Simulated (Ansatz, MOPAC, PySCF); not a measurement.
Pair of molecules: N2 (SMILES N#N) (first 2 atoms) with GeH4 (SMILES [GeH4]); geometry from B3LYP-D3(BJ)/def2-TZVP, rigid monomers moved along the line of their centres of mass till N2···Ge3 is 3.24 Å.
(charge 0, multiplicity 1):
```xyz
7

N     -0.2136    -0.0766    -1.1125
N     -0.5000     0.3781    -0.1633
Ge     0.0971    -0.0403     2.9976
H      0.4752    -0.3617     4.4519
H     -0.5837    -1.2635     2.3663
H      1.3670     0.3025     2.2051
H     -0.8650     1.1553     2.9698
```

Monomers are frozen at their geometry in the pair; levels with a basis set take the counterpoise correction. Rows marked so take none.

Rows in 3-21G carry no dispersion term and start afresh at each structure; the Pople sets are all-electron and without relativity. The state that AM1 reach isn't checked.

Codes used: Ansatz (a program for electronic structure); MOPAC for AM1 (differences of heats of formation); PySCF for 3-21G rows, the dispersion terms. Values without a source in brackets are computed.

**Question.** One of these levels gives -0.02 kcal/mol for the interaction energy. Which one is it?
A. r2SCAN-D3(BJ)/def2-TZVPPD
B. HF/3-21G (no counterpoise)
C. HF/aug-cc-pVTZ
D. AM1

**Answer.** A, r2SCAN-D3(BJ)/def2-TZVPPD. The others give 0.42 (AM1), -1.21 (HF/3-21G (no counterpoise)), 1.62 (HF/aug-cc-pVTZ)
